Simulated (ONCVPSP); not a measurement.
Plane-wave convergence, ONCV potential for Cd

ONCVPSP 4.0.1 input, shortened (lines: element, Z, core and valence counts, functional; n l f; lmax; l rc ep ncon nbas qcut; lloc lpopt rc5 dvloc0; l nproj debl; icmod fcfact rcfact), PBEsol, scalar-relativistic:

```
  Cd 48.00    8    2  -116133      upf
    1    0    2.00
    2    0    2.00
    2    1    6.00
    3    0    2.00
    3    1    6.00
    3    2   10.00
    4    0    2.00
    4    1    6.00
    4    2   10.00
    5    0    2.00
    2
    0    2.00    0.00    3    7    2.70
    1    1.70    0.07    3    7    4.50
    2    1.70    0.00    3    8    8.20
    4    1    1.65    0.00
    0    2    2.30
    1    2    3.60
    2    2    0.80
    3    3.25    1.05
```

Task: For each optimised wave give the share of its norm inside rc, the residual kinetic energy above qcut (Ha) and the cutoffs (Ha) for errors of 10, 1, 0.1 and 0.01 mHa per electron.

Result:

```json
{"wave": "5s", "norm inside rc": "0.210", "residual KE": "3.1e-03", "10 mHa": "2.7", "1 mHa": "7.0", "0.1 mHa": "28.9", "0.01 mHa": "45.4"}
{"wave": "s projector 2", "norm inside rc": "0.121", "residual KE": "1.1e-01", "10 mHa": "7.1", "1 mHa": "18.7", "0.1 mHa": "38.0", "0.01 mHa": "84.3"}
{"wave": "p projector 1", "norm inside rc": "0.065", "residual KE": "1.3e-02", "10 mHa": "11.2", "1 mHa": "58.9", "0.1 mHa": "70.6", "0.01 mHa": "110.0"}
{"wave": "p projector 2", "norm inside rc": "0.116", "residual KE": "4.5e-02", "10 mHa": "16.7", "1 mHa": "85.8", "0.1 mHa": "100.4", "0.01 mHa": "151.1"}
{"wave": "4d", "norm inside rc": "0.801", "residual KE": "6.8e-06", "10 mHa": "21.6", "1 mHa": "26.2", "0.1 mHa": "29.8", "0.01 mHa": "33.9"}
{"wave": "d projector 2", "norm inside rc": "0.058", "residual KE": "1.7e-06", "10 mHa": "17.3", "1 mHa": "23.2", "0.1 mHa": "27.8", "0.01 mHa": "31.2"}
```

The occupied waves need 26 Ha and 30 Ha for 1 and 0.1 mHa. The cutoffs count occupied waves only; projector 2 of the p channel, the hardest unoccupied one, needs 86 Ha at the loose tolerance. Note: ghosts flagged at negative energy: p at -61.9 eV; GHOST(+) flagged for s at 58.7 eV. A true bound ghost makes a file unfit for plane-wave use.
